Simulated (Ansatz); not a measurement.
One change: `[CH3][GeH]([F])[Br]` becomes `[CH3][GeH]([F])[SiH3]`.

Ansatz, PBE0-D4/def2-TZVP geometries, multiplicity 1. 

Scalar relativity is left out up to krypton.

| property | `[CH3][GeH]([F])[Br]` |
| --- | --- |
| HOMO–LUMO gap (PBE0/def2-TZVPP) / eV | 8.16 |
| HOMO–LUMO gap (ωB97M-V/def2-TZVPP) / eV | 12.31 |
| size of the dipole moment (B3LYP/def2-TZVPP) / D | 2.86 |
| zero-point energy (PBE0-D4/def2-TZVP) / kJ/mol | 126.0 |
| HOMO energy (B3LYP/def2-TZVPP) / eV | -8.16 |
| HOMO energy (ωB97M-V/def2-TZVPP) / eV | -10.63 |

Task: What does the change do to each property? (Best estimate.)

Result: The calculation gave: 
```json
{"property": "HOMO–LUMO gap (PBE0/def2-TZVPP) / eV", "`[CH3][GeH]([F])[SiH3]`": "7.85", "shift": "-0.31"}
{"property": "HOMO–LUMO gap (ωB97M-V/def2-TZVPP) / eV", "`[CH3][GeH]([F])[SiH3]`": "11.73", "shift": "-0.58"}
{"property": "size of the dipole moment (B3LYP/def2-TZVPP) / D", "`[CH3][GeH]([F])[SiH3]`": "2.35", "shift": "-0.51"}
{"property": "zero-point energy (PBE0-D4/def2-TZVP) / kJ/mol", "`[CH3][GeH]([F])[SiH3]`": "187.8", "shift": "61.8"}
{"property": "HOMO energy (B3LYP/def2-TZVPP) / eV", "`[CH3][GeH]([F])[SiH3]`": "-7.92", "shift": "0.24"}
{"property": "HOMO energy (ωB97M-V/def2-TZVPP) / eV", "`[CH3][GeH]([F])[SiH3]`": "-10.18", "shift": "0.45"}
```

The zero-point energy changes by 61.8 kJ/mol with +9 modes. Dipoles are sizes alone; their direction can turn.

B3LYP here is the variant with VWN-RPA as its local correlation; programs differ in this.

Spin–orbit coupling is left out; it splits and shifts lone-pair levels of the heavy atoms by tenths of an eV.
